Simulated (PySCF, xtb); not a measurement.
H2SSi, SMILES [SiH]S (connectivity only; charge and spin as stated), neutral, multiplicity 1.

GFN2-xTB (xtb 6.7.1) at its own geometry gives an orbital gap of 2.37 eV and a dipole moment of 2.34 D.

The structure is a stationary point at PBE-D3(BJ)/def2-TZVP.

### Question
What does PBE0/def2-TZVPD in PySCF give? (An estimate is asked for; the answer gives what the named calculation found.)

### Answer
gap 4.39 eV (levels -6.96 and -2.57 eV), dipole 0.63 D.
